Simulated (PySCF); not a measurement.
## Where the electron goes

Compound: selenium tetrafluoride, SeF₄.
Geometry (PBE0-D3(BJ)/def2-SVP, Å), atoms numbered from 1 in this order:
```
atom  x, y, z in Å
F1    -0.071    1.371   -0.373
Se2   -0.029   -0.339   -0.410
F3    -1.765   -0.282   -0.029
F4     0.219   -0.673    1.249
F5     1.738   -0.182   -0.534
```

Method: PySCF, TDDFT B3LYP/def2-SVPD, vertical, gas phase, core orbitals frozen in the response. The B3LYP/def2-SVPD calculation is non-relativistic and has no spin–orbit coupling, an omission that weighs most on selenium.

Frontier orbitals with the atoms that hold most of them (Löwdin shares over 4%, at most four atoms; ? is withheld):

| orbital | ε (eV) | atoms |
| --- | --- | --- |
| LUMO+2 | -0.34 | Se2 57%, F5 16%, F3 16%, F4 5% |
| LUMO+1 | -1.87 | Se2 45%, F1 19%, F4 19%, F3 9% |
| LUMO | -3.37 | ? |
| HOMO | -10.36 | ? |
| HOMO-1 | -11.66 | F5 36%, F3 35%, F1 14%, F4 14% |
| HOMO-2 | -11.81 | F5 36%, F3 35%, F4 13%, F1 13% |
| HOMO-3 | -12.07 | F3 44%, F5 43%, F1 6%, F4 6% |

Q: Give the leading atoms of the HOMO.

A: F5 (bonded to Se) 31%; F3 (bonded to Se) 31%; Se2 (bonded to 4 F) 29%; F4 (bonded to Se) 5%. By element: fluorine 66% or more, selenium 29%.

Q: Give the leading atoms of the LUMO.

A: Se2 (bonded to 4 F) 59%; F4 (bonded to Se) 14%; F1 (bonded to Se) 14%; F3 (bonded to Se) 7%. By element: selenium 59%, fluorine 34% or more.

Q: How does S1 compare with the orbital gap of 6.99 eV?

A: S1 is at 6.08 eV (f = 0.035), 0.91 eV below the gap, made of HOMO→LUMO (98%). 

Q: One configuration dominates each of S1, S2, S3, S4 and S7. Which, and how do the shares of the two leading atoms of either orbital change from the occupied to the empty one?

A: 
- S1 (6.08 eV, f 0.035), HOMO→LUMO (98%): F5 31% → at most 7%, F3 31% → 7%, Se2 29% → 59%, F4 5% → 14%
- S2 (7.02 eV, f 0.0000), HOMO-2→LUMO (99%): F5 36% → at most 7%, F3 35% → 7%, Se2 at most 3% → 59%, F4 13% → 14%
- S3 (7.06 eV, f 0.0095), HOMO-1→LUMO (96%): F5 36% → at most 7%, F3 35% → 7%, Se2 at most 2% → 59%, F4 14% → 14%
- S4 (7.27 eV, f 0.044), HOMO→LUMO+1 (97%): F5 31% → at most 9%, F3 31% → 9%, Se2 29% → 45%, F1 at most 5% → 19%
- S7 (8.27 eV, f 0.0000), HOMO-1→LUMO+1 (92%): F5 36% → at most 9%, F3 35% → 9%, Se2 at most 2% → 45%, F1 14% → 19%
